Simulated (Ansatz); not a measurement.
Relaxation of C$_{2}$H$_{7}$NSSi (12 atoms, charge 0, multiplicity 1), to a largest force component of 0.015 eV/Å in at most 40 steps.

Computed with Ansatz 0.2.0, RKS PBE-D4/cc-pVDZ.

```xyz
12
Properties=species:S:1:pos:R:3:forces:R:3
N -0.492 1.535 0.302 -2.09 0.94 2.18
C -0.196 0.207 -0.127 2.13 0.85 2.29
Si 1.377 -0.564 0.591 0.62 0.17 0.73
C -1.210 -0.752 -0.488 -4.83 -0.97 1.61
S -0.438 -0.064 -1.834 1.25 0.46 -5.00
H -1.400 1.530 0.900 1.33 -0.03 -1.11
H 0.191 1.902 0.991 0.09 -0.26 -0.39
H 1.687 -1.907 0.040 -0.12 -0.39 -0.22
H 1.294 -0.680 2.123 -0.12 0.04 -0.33
H 2.582 0.304 0.325 -0.05 0.15 -0.07
H -2.325 -0.454 -0.340 1.42 -0.21 -0.06
H -1.118 -1.821 -0.340 0.35 -0.76 0.37
```

Where does it end, and by what steps?

The run converged. After 12 steps the energy has fallen by 0.736 eV; H6 moved furthest, 0.66 Å.

| step | energy less start (eV) | largest force component (eV/Å) | accepted |
| --- | --- | --- | --- |
| 0 | 0.0000 | 5.001 | yes |
| 1 | -0.4828 | 2.672 | yes |
| 2 | -0.6619 | 0.690 | yes |
| 3 | -0.6954 | 0.631 | yes |
| 4 | -0.6779 | 0.559 | no |
| 5 | -0.7228 | 0.215 | yes |
| 6 | -0.7262 | 0.078 | yes |
| 7 | -0.7276 | 0.199 | yes |
| 8 | -0.7294 | 0.170 | yes |
| 9 | -0.7343 | 0.169 | yes |
| 10 | -0.7360 | 0.070 | yes |
| 11 | -0.7363 | 0.046 | yes |
| 12 | -0.7364 | 0.014 | yes |

```xyz
12
Properties=species:S:1:pos:R:3
N -0.692 1.444 0.436
C -0.217 0.167 -0.053
Si 1.390 -0.579 0.658
C -1.286 -0.748 -0.562
S -0.276 -0.039 -1.916
H -1.028 1.321 1.405
H 0.090 2.112 0.492
H 1.651 -1.965 0.127
H 1.289 -0.639 2.171
H 2.531 0.344 0.307
H -2.313 -0.347 -0.511
H -1.187 -1.836 -0.412
```

Whether the end is a true minimum wasn't checked by a vibrational analysis.

Time of the run: 38 s on 2 threads of Arm Neoverse V1, on a shared host, peak memory 0.17 GiB.
